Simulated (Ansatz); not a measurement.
Two structures of CH$_{8}$Ge, singlet, reached by relaxing down either side of one saddle point (PBE0-D4/def2-TZVP). Energies are electronic, without zero-point energy. Program: Ansatz 0.2.0. Basis: def2-TZVPP and def2-QZVPP. Cores are frozen in the correlated methods. Filled d shells of the heavier atoms are correlated. The def2 sets are not built for correlating such inner shells, so the correlated values are less sure here. Extrapolation: Hartree–Fock as exp(−7.88 √X), correlation as X^−2.97. First:

Ge1  (-1.142, 0.967, -1.440)
H2  (0.267, 1.402, -1.019)
H3  (-1.233, 0.945, -2.972)
H4  (-2.172, 1.959, -0.883)
H5  (-1.434, -0.435, -0.891)
H6  (1.651, -0.037, 1.190)
C7  (1.143, -0.968, 1.441)
H8  (1.061, -1.588, 0.549)
H9  (0.146, -0.746, 1.821)
H10  (1.712, -1.499, 2.204)
(Å)

Second:

```xyz
10
angstrom
Ge -0.9816 -0.1767 -0.5305
H 1.3704 2.3216 -0.4859
H -0.2642 -0.0361 -1.8851
H -1.4110 1.2251 -0.0600
H -2.2460 -1.0313 -0.7332
H 2.0530 2.2005 -0.2090
C 0.1987 -1.0056 0.7851
H 0.5048 -1.9963 0.4471
H -0.3142 -1.1067 1.7422
H 1.0903 -0.3945 0.9292
```

(1) Which bonds change from the first to the second?

(2) Give the saddle point's structure and its height above each. (To be estimated.)

The T1 diagnostic stays at or below 0.012. The start structure is not quite a true minimum (one mode of 35i cm⁻¹). The end structure is not quite a true minimum (one mode of 27i cm⁻¹).

## Answers

(1) GeH₄ + CH₄ → CH₆Ge ([CH3][GeH3]) + H₂; bonds formed: Ge1–C7, H2–H6; bonds broken: Ge1–H2, H6–C7.

(2) By the calculation: 3.979 eV above the first and 3.582 eV above the second (CCSD(T) at an estimated basis limit (MP2 extrapolated from triple and quadruple zeta, plus CCSD(T) − MP2 in triple zeta)).
| atom | x (Å) | y (Å) | z (Å) |
| --- | --- | --- | --- |
| Ge1 | -0.7149 | 0.4046 | -0.7284 |
| H2 | 0.7907 | 1.4879 | -0.4620 |
| H3 | -0.2789 | 0.3216 | -2.1995 |
| H4 | -1.5468 | 1.6003 | -0.2406 |
| H5 | -1.6422 | -0.8561 | -0.5063 |
| H6 | 0.7687 | 0.5201 | 0.1583 |
| C7 | 0.5791 | -0.6789 | 0.8204 |
| H8 | 0.6794 | -1.6169 | 0.2752 |
| H9 | -0.1793 | -0.7523 | 1.5996 |
| H10 | 1.5443 | -0.4304 | 1.2831 |

Labels in which every atom is bracketed show which atoms are joined, not bond orders.

For scale, one of the runs: CCSD(T)/def2-TZVPP, 191 basis functions, launched by `ansatz run in.yaml --threads 2 --pin off --events-out ev --progress --plain --max-ram 4352MiB`. Hardware: 2 CPU threads of an Arm Neoverse V1, shared host. Wall time 63 s; peak host memory 2.1 GiB.
